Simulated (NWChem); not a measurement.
Program: NWChem. System: AgF, charge 0, spin multiplicity 1, at a geometry optimised with PBE0/def2-SVP with def2 effective core potentials on Ag. The structure started from a generated list of species. Level: MP2/def2-TZVP with def2 effective core potentials on Ag, 5 core orbitals frozen.

The NWChem input:

```
start mol
memory heap 200 mb stack 900 mb global 1100 mb
geometry units angstroms nocenter noautoz
  Ag     0.000000     0.000000    -0.317217
  F      0.000000     0.000000     1.656577
  symmetry group C2v
end
basis spherical
  * library def2-tzvp
end
ecp
  Ag library def2-ecp
end
scf
  rhf
  nopen 0
  maxiter 100
  thresh 1e-7
  semidirect memsize 60000000 filesize 0
end
mp2
  freeze core 5
end
task mp2 energy
```

NWChem printed:

```
             Northwest Computational Chemistry Package (NWChem) 7.3.0
             --------------------------------------------------------

                                NWChem Input Module
                                -------------------

 Scaling coordinates for geometry "geometry" by  1.889725989
 (inverse scale =  0.529177249)

 Turning off AUTOSYM since
 SYMMETRY directive was detected!

                             Geometry "geometry" -> ""
                             -------------------------

 Output coordinates in angstroms (scale by  1.889725989 to convert to a.u.)

  No.       Tag          Charge          X              Y              Z
 ---- ---------------- ---------- -------------- -------------- --------------
    1 Ag                  47.0000     0.00000000     0.00000000    -0.31721700
    2 F                    9.0000     0.00000000     0.00000000     1.65657700

 Effective nuclear repulsion energy (a.u.)     113.4069595545

            Nuclear Dipole moment (a.u.)
            ----------------------------
        X                 Y               Z
 ---------------- ---------------- ----------------
     0.0000000000     0.0000000000    -0.0000113384

      Symmetry information
      --------------------

 Group name             C2v
 Group number             16
 Group order               4
 No. of unique centers     2

      Symmetry unique atoms

     1    2


 Summary of "ao basis" -> "" (spherical)
 ------------------------------------------------------------------------------
       Tag                 Description            Shells   Functions and Types
 ---------------- ------------------------------  ------  ---------------------
 *                         def2-tzvp                  on all atoms

 Summary of "ao basis" -> "ao basis" (spherical)
 ------------------------------------------------------------------------------
       Tag                 Description            Shells   Functions and Types
 ---------------- ------------------------------  ------  ---------------------
 Ag                        def2-tzvp                14       40   6s4p3d1f
 F                         def2-tzvp                11       31   5s3p2d1f

                                 NWChem SCF Module
                                 -----------------

  ao basis        = "ao basis"
  functions       =    71
  atoms           =     2
  closed shells   =    14
  open shells     =     0
  charge          =   0.00
  wavefunction    = RHF
  use symmetry    = T
  symmetry adapt  = T

 Summary of "ao basis" -> "ao basis" (spherical)
 ------------------------------------------------------------------------------
       Tag                 Description            Shells   Functions and Types
 ---------------- ------------------------------  ------  ---------------------
 Ag                        def2-tzvp                14       40   6s4p3d1f
 F                         def2-tzvp                11       31   5s3p2d1f

      Symmetry analysis of basis
      --------------------------

        a1         32
        a2          7
        b1         16
        b2         16

 Forming initial guess at       0.1s

      Superposition of Atomic Density Guess
      -------------------------------------

 Sum of atomic energies:        -267.15111575

      Non-variational initial energy
      ------------------------------

 Total energy =    -244.989260
 1-e energy   =    -489.381924
 2-e energy   =     198.547298
 HOMO         =      -0.523094
 LUMO         =      -0.215820

      Symmetry analysis of molecular orbitals - initial
      -------------------------------------------------

 !! scf_movecs_sym_adapt:   46 vectors were symmetry contaminated

  Symmetry fudging

 !! scf_movecs_sym_adapt:   38 vectors were symmetry contaminated

  Numbering of irreducible representations:

     1 a1          2 a2          3 b1          4 b2

  Orbital symmetries:

     1 a1          2 a1          3 a1          4 b1          5 b2
     6 a1          7 a1          8 b2          9 b1         10 a2
    11 a1         12 b2         13 b1         14 a1         15 a1
    16 b1         17 b2         18 a1         19 a1         20 b2
    21 b1         22 a1         23 a2         24 a1

 Starting SCF solution at       0.4s

 ----------------------------------------------
         Quadratically convergent ROHF

 Convergence threshold     :          1.000E-07
 Maximum no. of iterations :          100
 Final Fock-matrix accuracy:          1.000E-09
 ----------------------------------------------

              iter       energy          gnorm     gmax       time
             ----- ------------------- --------- --------- --------
                 1     -245.5085141908  1.38D+00  2.95D-01      0.5
                 2     -245.5837424308  2.05D-01  6.22D-02      0.5
                 3     -245.5876994260  2.03D-02  8.94D-03      0.5
                 4     -245.5877891427  4.11D-04  1.35D-04      0.6
                 5     -245.5877891625  8.79D-08  2.78D-08      0.7

       Final RHF  results
       ------------------

         Total SCF energy =   -245.587789162511
      One-electron energy =   -493.972514212174
      Two-electron energy =    202.539358421256
 Nuclear repulsion energy =     45.845366628406

        Time for solution =      0.2s

       Symmetry analysis of molecular orbitals - final
       -----------------------------------------------

  Numbering of irreducible representations:

     1 a1          2 a2          3 b1          4 b2

  Orbital symmetries:

     1 a1          2 a1          3 b1          4 b2          5 a1
     6 a1          7 a1          8 b2          9 b1         10 a2
    11 a1         12 b2         13 b1         14 a1         15 a1
    16 b2         17 b1         18 a1         19 a1         20 b2
    21 b1         22 a1         23 a2         24 a1

             Final eigenvalues
             -----------------

              1
    1  -26.1129
    2   -4.3639
    3   -2.8197
    4   -2.8197
    5   -2.8186
    6   -1.3760
    7   -0.5807
    8   -0.5608
    9   -0.5608
   10   -0.5461
   11   -0.5461
   12   -0.4564
   13   -0.4564
   14   -0.4289
   15   -0.0166
   16    0.0679
   17    0.0679
   18    0.1233
   19    0.1980
   20    0.3106
   21    0.3106
   22    0.4132
   23    0.5302
   24    0.5302

                       ROHF Final Molecular Orbital Analysis
                       -------------------------------------

 Vector   12  Occ=2.000000D+00  E=-4.563760D-01  Symmetry=b2
              MO Center=  2.9D-31,  1.8D-16,  1.3D+00, r^2= 1.2D+00
   Bfn.  Coefficient  Atom+Function         Bfn.  Coefficient  Atom+Function
  ----- ------------  ---------------      ----- ------------  ---------------
    47      0.440936  2 F  py                50      0.377034  2 F  py
    53      0.299318  2 F  py                20     -0.295583  1 Ag d -1
    25     -0.170752  1 Ag d -1

 Vector   13  Occ=2.000000D+00  E=-4.563760D-01  Symmetry=b1
              MO Center= -6.3D-17, -1.5D-31,  1.3D+00, r^2= 1.2D+00
   Bfn.  Coefficient  Atom+Function         Bfn.  Coefficient  Atom+Function
  ----- ------------  ---------------      ----- ------------  ---------------
    46      0.440936  2 F  px                49      0.377034  2 F  px
    52      0.299318  2 F  px                22      0.295583  1 Ag d  1
    27      0.170752  1 Ag d  1

 Vector   14  Occ=2.000000D+00  E=-4.289198D-01  Symmetry=a1
              MO Center= -1.3D-16,  7.2D-17,  8.5D-01, r^2= 1.7D+00
   Bfn.  Coefficient  Atom+Function         Bfn.  Coefficient  Atom+Function
  ----- ------------  ---------------      ----- ------------  ---------------
    21      0.392920  1 Ag d  0              48      0.367459  2 F  pz
    51      0.327882  2 F  pz                54      0.270724  2 F  pz
     5     -0.222633  1 Ag s                 26      0.214971  1 Ag d  0
     3      0.161450  1 Ag s

 Vector   15  Occ=0.000000D+00  E=-1.661986D-02  Symmetry=a1
              MO Center= -3.3D-15,  2.7D-15, -1.4D+00, r^2= 4.8D+00
   Bfn.  Coefficient  Atom+Function         Bfn.  Coefficient  Atom+Function
  ----- ------------  ---------------      ----- ------------  ---------------
     6      0.878064  1 Ag s                 18     -0.388800  1 Ag pz
     3     -0.199490  1 Ag s

 Vector   16  Occ=0.000000D+00  E= 6.793507D-02  Symmetry=b2
              MO Center= -3.8D-30, -4.6D-15, -4.1D-01, r^2= 8.9D+00
   Bfn.  Coefficient  Atom+Function         Bfn.  Coefficient  Atom+Function
  ----- ------------  ---------------      ----- ------------  ---------------
    17      1.051790  1 Ag py

 Vector   17  Occ=0.000000D+00  E= 6.793507D-02  Symmetry=b1
              MO Center=  2.9D-15,  2.4D-30, -4.1D-01, r^2= 8.9D+00
   Bfn.  Coefficient  Atom+Function         Bfn.  Coefficient  Atom+Function
  ----- ------------  ---------------      ----- ------------  ---------------
    16      1.051790  1 Ag px

 center of mass
 --------------
 x =   0.00000000 y =   0.00000000 z =  -0.03661974

 moments of inertia (a.u.)
 ------------------
         224.428993828606           0.000000000000           0.000000000000
           0.000000000000         224.428993828606           0.000000000000
           0.000000000000           0.000000000000           0.000000000000

  Mulliken analysis of the total density
  --------------------------------------

    Atom       Charge   Shell Charges
 -----------   ------   -------------------------------------------------------
    1 Ag  19    18.23   0.03 -0.40  1.57  0.79  0.16 -0.00  5.20  0.80  0.08  0.02  5.92  3.27  0.79  0.00
    2 F    9     9.77   0.77  1.20  0.60  0.97  0.44  2.23  2.24  1.31  0.00  0.00  0.00

       Multipole analysis of the density wrt the origin
       ------------------------------------------------

     L   x y z        total         open         nuclear
     -   - - -        -----         ----         -------
     0   0 0 0     -0.000000      0.000000     28.000000

     1   1 0 0      0.000000      0.000000      0.000000
     1   0 1 0     -0.000000      0.000000      0.000000
     1   0 0 1     -2.770515      0.000000     16.784679

     2   2 0 0    -16.078832      0.000000      0.000000
     2   1 1 0      0.000000      0.000000      0.000000
     2   1 0 1     -0.000000      0.000000      0.000000
     2   0 2 0    -16.078832      0.000000      0.000000
     2   0 1 1     -0.000000      0.000000      0.000000
     2   0 0 2    -22.374564      0.000000     95.026493

                   NWChem MP2 Semi-direct Energy/Gradient Module
                   ---------------------------------------------

  Basis functions       =     71
  Molecular orbitals    =     71
  Frozen core           =      5
  Frozen virtuals       =      0
  Active alpha occupied =      9
  Active beta occupied  =      9
  Active alpha virtual  =     57
  Active beta virtual   =     57
  Use MO symmetry       = T
  Use skeleton AO sym   = T

  AO/Fock/Back tols     =   1.0D-09  1.0D-09  1.0D-09

 GA uses MA = F    GA memory limited = T

 Available:
  local mem=  1.26D+08
 global mem=  1.44D+08
 local disk=  0.00D+00
  mp2_memr nvloc                    57
  nvloc new                    57
   1 passes of   9:        4194304                      35923                   4437221.
   1 passes of   9: M    126142726           G      144169118           F     121948422.

 Semi-direct pass number   1 of   1  for RHF alpha+beta  at        0.7s
  vrange nnbf                  2539
  mp2_eaftype                    16  avail_ma_in_mb                  1099
 EAF : mp2_eaftype filesize          16    2218610.
  mp2_eaf for mointskh                     16
Node 0 wrote     10.4 Mb in      0.0 s     Agg I/O rate:  1840.7 Mb/s
 Done moints_semi at        1.7s
  mp2_eaftype                    16  avail_ma_in_mb                  1083
 EAF : mp2_eaftype filesize          16    2218610.
  mp2_eaf for kh                    16
 Done maket at        1.8s
 Done multipass loop at        1.8s

          -------------------------------------------
          SCF energy                -245.587789162511
          Correlation energy          -0.556416534115
          Singlet pairs               -0.290343356785
          Triplet pairs               -0.266073177329
          Total MP2 energy          -246.144205696626
          -------------------------------------------

          ---------------------------------------------------
                    Spin Component Scaled (SCS) MP2
          Same spin pairs                     -0.177382118219
          Same spin scaling factor             0.333333333333
          Opposite spin pairs                 -0.379034415895
          Opposite spin scaling fact.          1.200000000000
          SCS-MP2 correlation energy          -0.513968671814
          Total SCS-MP2 energy              -246.101757834325
          ---------------------------------------------------

 -----------------------
 Performance information
 -----------------------

 Timer overhead =  2.21D-07 seconds/call

               Nr. of calls         CPU time (s)                 Wall time (s)                GFlops
             ---------------    -------------------     ------------------------------   -------------------
Name         Min   Avg   Max    Min     Avg     Max     Min     Avg     Max   Mx/calls   Min     Max     Sum
mp2: moin     1     1     1   0.96    0.96    0.96     0.96    0.96    0.96    0.96      0.0     0.0     0.0
mp2: make     1     1     1   6.52E-2 6.52E-2 6.52E-2  6.52E-2 6.52E-2 6.52E-2 6.52E-2   0.0     0.0     0.0
mp2: tota     1     1     1    1.1     1.1     1.1      1.1     1.1     1.1     1.1      0.0     0.0     0.0

 The average no. of pstat calls per process was 3.00D+00
 with a timing overhead of 6.63D-07s

 Task  times  cpu:        1.8s     wall:        1.8s

 Total times  cpu:        1.8s     wall:        1.8s
```
